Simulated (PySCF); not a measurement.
C₅H₇F, SMILES C#C[C@H](F)CC. Atoms are numbered in the order given.

```xyz
13

C      2.0913     1.0559     0.6187
C      1.2699     0.3026     0.1467
C      0.2756    -0.6293    -0.3966
F     -0.1812    -0.1609    -1.6267
C     -0.9243    -0.8418     0.5284
C     -1.7229     0.4325     0.7882
H      2.8216     1.7275     1.0296
H      0.7705    -1.5988    -0.5876
H     -0.5514    -1.2732     1.4724
H     -1.5633    -1.6067     0.0567
H     -2.5988     0.2241     1.4210
H     -1.1071     1.1915     1.2955
H     -2.0780     0.8636    -0.1595
```
Charge 0, spin multiplicity 1.

Geometry: B3LYP-D3(BJ)/def2-SVP. The structure was generated by enumeration; whether it is a known compound was not checked. One conformer was computed; it need not be the lowest.

Two levels are set side by side: PBE/pcSseg-1 (PySCF) and PBE0/pcSseg-1 (PySCF). GIAO shifts against CFCl3 (¹⁹F), TMS (¹H), TMS (¹³C) at the same level; non-relativistic, no solvent, atoms listed together averaged. Differences are taken from unrounded values.

| quantity | PBE0 | PBE | PBE minus PBE0 |
|---|---|---|---|
| δ(¹³C) of C1 (ppm) | 85.5 | 82.1 | -3.4 |
| δ(¹³C) of C2 (ppm) | 85.6 | 85.4 | -0.2 |
| δ(¹³C) of C3 (ppm) | 85.9 | 89.7 | 3.8 |
| δ(¹⁹F) of F4 (ppm) | -218.1 | -237.0 | -18.9 |
| δ(¹³C) of C5 (ppm) | 34.3 | 36.4 | 2.1 |
| δ(¹³C) of C6 (ppm) | 10.2 | 10.3 | 0.1 |
| δ(¹H) of H7 (ppm) | 2.77 | 2.60 | -0.18 |
| δ(¹H) of H8 (ppm) | 5.54 | 5.80 | 0.25 |

Rough cost on one machine, each run with all the roots and properties that it gave: PBE0 against PBE within a factor of 2.
